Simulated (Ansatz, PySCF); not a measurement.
PbI2, SMILES [I][Pb][I] (connectivity only; charge and spin as stated), neutral, multiplicity 1. Atoms are numbered in the order given.

```xyz
3

Pb     0.0000     0.0000     1.0266
I      0.0000     2.2152    -0.7768
I      0.0000    -2.2152    -0.7768
```

Coordinates come from a B3LYP-D3(BJ)/def2-SVP optimisation. The isomer is the one that the SMILES or the coordinates give; other isomers of the formula were not compared. The def2 effective core potentials stand for the cores of I, Pb; spin–orbit coupling is left out.

Two levels are set side by side: PBE-D3(BJ)/def2-SVP (Ansatz, a program for electronic structure) and B3LYP-D3(BJ)/def2-SVP (Ansatz). Each level has its own optimised geometry; the coordinates shown are those of the second. Frequencies come from the Hessian of PySCF at each geometry. Differences are taken from unrounded values.

```json
[
 {"quantity": "mean bond length (Å)", "B3LYP-D3(BJ)": "2.856", "PBE-D3(BJ)": "2.852", "PBE-D3(BJ) minus B3LYP-D3(BJ)": "-0.004"},
 {"quantity": "bond Pb1–I2 (Å)", "B3LYP-D3(BJ)": "2.856", "PBE-D3(BJ)": "2.852", "PBE-D3(BJ) minus B3LYP-D3(BJ)": "-0.004"},
 {"quantity": "bond Pb1–I3 (Å)", "B3LYP-D3(BJ)": "2.856", "PBE-D3(BJ)": "2.852", "PBE-D3(BJ) minus B3LYP-D3(BJ)": "-0.004"},
 {"quantity": "highest harmonic wavenumber (cm⁻¹)", "B3LYP-D3(BJ)": "162", "PBE-D3(BJ)": "160", "PBE-D3(BJ) minus B3LYP-D3(BJ)": "-1"},
 {"quantity": "mean harmonic wavenumber (cm⁻¹)", "B3LYP-D3(BJ)": "123", "PBE-D3(BJ)": "122", "PBE-D3(BJ) minus B3LYP-D3(BJ)": "-1"},
 {"quantity": "zero-point energy (kcal/mol)", "B3LYP-D3(BJ)": "0.53", "PBE-D3(BJ)": "0.52", "PBE-D3(BJ) minus B3LYP-D3(BJ)": "0.00"}
]
```

Here PBE gives about what the other level gives.
